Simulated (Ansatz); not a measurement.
One change: `CC(C)BN` becomes `CC(C)Br`.

Ansatz, PBE0-D4/def2-TZVP geometries, multiplicity 1. Each molecule was computed in one conformer, which needn't be the lowest.

Scalar relativity is left out up to krypton.

| property | `CC(C)BN` |
| --- | --- |
| HOMO energy (PBE0/def2-TZVPP) / eV | -7.94 |
| size of the dipole moment (PBE/def2-TZVPP) / D | 1.81 |
| zero-point energy (PBE0-D4/def2-TZVP) / kJ/mol | 351.9 |
| HOMO energy (PBE/def2-TZVPP) / eV | -6.59 |
| ideal-gas entropy at 298 K and 1 bar (rigid rotor, harmonic PBE0-D4/def2-TZVP) / J/(mol·K) | 337 |
| size of the dipole moment (B3LYP/def2-TZVPP) / D | 1.74 |

Task: Give the same properties after the change, and the shifts. (An estimate is asked.)

Result: The calculation gave: 
```
                                                                                  property  `CC(C)Br`   shift
                                                        HOMO energy (PBE0/def2-TZVPP) / eV      -7.78    0.16
                                            size of the dipole moment (PBE/def2-TZVPP) / D       2.21    0.40
                                            zero-point energy (PBE0-D4/def2-TZVP) / kJ/mol      247.3  -104.6
                                                         HOMO energy (PBE/def2-TZVPP) / eV      -6.49    0.10
ideal-gas entropy at 298 K and 1 bar (rigid rotor, harmonic PBE0-D4/def2-TZVP) / J/(mol·K)        314     -23
                                          size of the dipole moment (B3LYP/def2-TZVPP) / D       2.27    0.53
```

With PBE0 the HOMO rises by 0.16 eV and the LUMO falls by 0.53 eV, so the gap narrows by about 0.69 eV. PBE moves the HOMO by 0.10 eV and ωB97M-V by 0.19 eV. The zero-point energy changes by -104.6 kJ/mol with -12 modes. Dipoles are sizes alone; their direction can turn. Modes under 60 cm⁻¹, often nearly free rotors, make the harmonic entropy too high.

B3LYP here is the variant with VWN-RPA as its local correlation; programs differ in this.

Spin–orbit coupling is left out; it splits and shifts lone-pair levels of the heavy atoms by tenths of an eV.
